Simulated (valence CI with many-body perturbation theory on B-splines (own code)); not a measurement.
Results of a calculation; reference values are marked as such.
## Level structure of Ga25+

Level of theory: configuration interaction combined with many-body perturbation theory (CI+MBPT): four valence electrons over a frozen Dirac-Fock core [He], a basis of 11 s, 11 p, 10 d, 8 f, 5 g, 2 h functions for each j, with the one-electron correlation potential Σ1 (screened to all orders), the two-electron term Σ2, the three-electron term Σ3, Breit, model QED; selected single and double excitations, second order for the rest, scaled by the run's own slope (own B-spline code, finite nucleus).

No measured levels were compared; by estimate levels of excited configurations hold to 0.05 to 0.15 % of their energy, terms of the ground configuration to about 0.5 %. Among the levels kept, up to 1000 cm⁻¹ of a level comes from second order outside the variational space, and about a tenth of that is noise between levels of different J, which matters for small intervals.

Levels 1 to 45 of 203, with energies above the lowest level, (2s^2 2p1/2^2) J=0. "Leading %" is the weight of the configuration and term that name the level; weights of strongly mixed levels are sums over their largest components and can fall short, so below about 35 % the name and the second component can differ from the true leading terms, or belong to a minority configuration. In the jj column 3d3/2^4 stands for four electrons in 3d with j = 3/2.

| No. | Configuration | Term | J | E (× 10³ cm⁻¹) | Leading % | g | Second component | Leading jj |
| --- | --- | --- | --- | --- | --- | --- | --- | --- |
| 1 | 2s2 2p2 | 3P | 0 | 0.00 | 84 |  | 15 % 2s2 2p2 1S | 2s^2 2p1/2^2 (95 %) |
| 2 | 2s2 2p2 | 3P | 1 | 186.78 | 99 | 1.496 |  | 2s^2 2p1/2 2p3/2 (99 %) |
| 3 | 2s2 2p2 | 3P | 2 | 251.11 | 59 | 1.291 | 40 % 2s2 2p2 1D | 2s^2 2p1/2 2p3/2 (92 %) |
| 4 | 2s2 2p2 | 1D | 2 | 491.90 | 59 | 1.198 | 40 % 2s2 2p2 3P | 2s^2 2p3/2^2 (92 %) |
| 5 | 2s2 2p2 | 1S | 0 | 651.69 | 81 |  | 16 % 2s2 2p2 3P | 2s^2 2p3/2^2 (93 %) |
| 6 | 2s 2p3 | 5S° | 2 | 769.41 | 88 | 1.933 | 10 % 2s 2p3 3P° | 2s 2p1/2^2 2p3/2 (53 %) |
| 7 | 2s 2p3 | 3D° | 1 | 1098.8 | 70 | 0.773 | 21 % 2s 2p3 3P° | 2s 2p1/2^2 2p3/2 (72 %) |
| 8 | 2s 2p3 | 3D° | 2 | 1124.0 | 72 | 1.282 | 20 % 2s 2p3 3P° | 2s 2p1/2 2p3/2^2 (66 %) |
| 9 | 2s 2p3 | 3D° | 3 | 1195.0 | 100 | 1.328 |  | 2s 2p1/2 2p3/2^2 (100 %) |
| 10 | 2s 2p3 | 3P° | 0 | 1335.5 | 100 |  |  | 2s 2p1/2 2p3/2^2 (100 %) |
| 11 | 2s 2p3 | 3P° | 1 | 1359.6 | 67 | 1.311 | 23 % 2s 2p3 3D° | 2s 2p1/2 2p3/2^2 (82 %) |
| 12 | 2s 2p3 | 3P° | 2 | 1401.4 | 48 | 1.316 | 24 % 2s 2p3 3D° | 2s 2p1/2 2p3/2^2 (48 %) |
| 13 | 2s 2p3 | 3S° | 1 | 1527.9 | 63 | 1.671 | 25 % 2s 2p3 1P° | 2s 2p1/2 2p3/2^2 (76 %) |
| 14 | 2s 2p3 | 1D° | 2 | 1635.9 | 75 | 1.116 | 22 % 2s 2p3 3P° | 2s 2p3/2^3 (53 %) |
| 15 | 2s 2p3 | 1P° | 1 | 1830.5 | 68 | 1.225 | 24 % 2s 2p3 3S° | 2s 2p3/2^3 (79 %) |
| 16 | 2p4 | 3P | 2 | 2242.3 | 82 | 1.411 | 16 % 2p4 1D | 2p1/2^2 2p3/2^2 (95 %) |
| 17 | 2p4 | 3P | 0 | 2389.8 | 70 |  | 29 % 2p4 1S | 2p1/2^2 2p3/2^2 (84 %) |
| 18 | 2p4 | 3P | 1 | 2460.2 | 99 | 1.496 |  | 2p1/2 2p3/2^3 (99 %) |
| 19 | 2p4 | 1D | 2 | 2548.6 | 82 | 1.078 | 17 % 2p4 3P | 2p1/2 2p3/2^3 (96 %) |
| 20 | 2p4 | 1S | 0 | 2899.0 | 68 |  | 30 % 2p4 3P | 2p3/2^4 (85 %) |
| 21 | 2s2 2p 3s | 3P° | 0 | 11536 | 97 |  |  | 2s^2 2p1/2 3s (97 %) |
| 22 | 2s2 2p 3s | 3P° | 1 | 11548 | 71 | 1.361 | 26 % 2s2 2p 3s 1P° | 2s^2 2p1/2 3s (97 %) |
| 23 | 2s2 2p 3p | 3D | 1 | 11760 | 69 | 0.676 | 25 % 2s2 2p 3p 1P | 2s^2 2p1/2 3p1/2 (97 %) |
| 24 | 2s2 2p 3s | 3P° | 2 | 11790 | 96 | 1.496 |  | 2s^2 2p3/2 3s (96 %) |
| 25 | 2s2 2p 3s | 1P° | 1 | 11818 | 71 | 1.129 | 26 % 2s2 2p 3s 3P° | 2s^2 2p3/2 3s (96 %) |
| 26 | 2s2 2p 3p | 3P | 0 | 11860 | 77 |  | 17 % 2s2 2p 3p 1S | 2s^2 2p1/2 3p1/2 (91 %) |
| 27 | 2s2 2p 3p | 3P | 1 | 11863 | 36 | 1.426 | 29 % 2s2 2p 3p 3S | 2s^2 2p1/2 3p3/2 (92 %) |
| 28 | 2s2 2p 3p | 3D | 2 | 11871 | 71 | 1.178 | 15 % 2s2 2p 3p 1D | 2s^2 2p1/2 3p3/2 (91 %) |
| 29 | 2s2 2p 3p | 3P | 1 | 12049 | 46 | 1.269 | 28 % 2s2 2p 3p 1P | 2s^2 2p3/2 3p1/2 (75 %) |
| 30 | 2s2 2p 3p | 3P | 2 | 12074 | 46 | 1.290 | 25 % 2s2 2p 3p 3D | 2s^2 2p3/2 3p1/2 (82 %) |
| 31 | 2s2 2p 3d | 3F° | 2 | 12082 | 74 | 0.755 | 20 % 2s2 2p 3d 1D° | 2s^2 2p1/2 3d3/2 (98 %) |
| 32 | 2s2 2p 3p | 3D | 3 | 12087 | 96 | 1.331 |  | 2s^2 2p3/2 3p3/2 (96 %) |
| 33 | 2s2 2p 3p | 3S | 1 | 12088 | 40 | 1.888 | 26 % 2s 2p2 3s 5P | 2s^2 2p3/2 3p3/2 (51 %) |
| 34 | 2s 2p2 3s | 5P | 1 | 12108 | 57 | 2.125 | 21 % 2s2 2p 3p 3S | 2s 2p1/2^2 3s (45 %) |
| 35 | 2s2 2p 3d | 3F° | 3 | 12146 | 64 | 1.116 | 19 % 2s2 2p 3d 3D° | 2s^2 2p1/2 3d5/2 (92 %) |
| 36 | 2s2 2p 3d | 3P° | 2 | 12147 | 40 | 1.246 | 32 % 2s2 2p 3d 3D° | 2s^2 2p1/2 3d5/2 (96 %) |
| 37 | 2s2 2p 3d | 3D° | 1 | 12161 | 59 | 0.788 | 20 % 2s2 2p 3d 1P° | 2s^2 2p1/2 3d3/2 (95 %) |
| 38 | 2s2 2p 3p | 1D | 2 | 12173 | 58 | 1.197 | 33 % 2s2 2p 3p 3P | 2s^2 2p3/2 3p3/2 (82 %) |
| 39 | 2s 2p2 3s | 3P | 0 | 12194 | 74 |  | 18 % 2s2 2p 3p 1S | 2s 2p1/2^2 3s (58 %) |
| 40 | 2s 2p2 3s | 5P | 2 | 12233 | 94 | 1.803 |  | 2s 2p1/2 2p3/2 3s (90 %) |
| 41 | 2s2 2p 3p | 1S | 0 | 12273 | 63 |  | 20 % 2s2 2p 3p 3P | 2s^2 2p3/2 3p3/2 (82 %) |
| 42 | 2s 2p2 3s | 5P | 3 | 12325 | 85 | 1.614 | 13 % 2s 2p2 3s 3D | 2s 2p1/2 2p3/2 3s (69 %) |
| 43 | 2s 2p2 3p | 5D° | 0 | 12330 | 82 |  | 15 % 2s 2p2 3p 3P° | 2s 2p1/2^2 3p1/2 (70 %) |
| 44 | 2s 2p2 3p | 5D° | 1 | 12335 | 50 | 1.680 | 14 % 2s 2p2 3p 3S° | 2s 2p1/2^2 3p1/2 (67 %) |
| 45 | 2s 2p2 3s | 3P | 1 | 12336 | 85 | 1.536 | 6 % 2s 2p2 3s 5P | 2s 2p1/2 2p3/2 3s (87 %) |

The ionisation energy to 2s2 2p 2P°_1/2 of the next ion comes out as 2547.7 eV (NIST: 2543.9 ± 2 eV (semi-empirical)). All 203 levels together are meant to be complete up to 14058 × 10³ cm⁻¹.
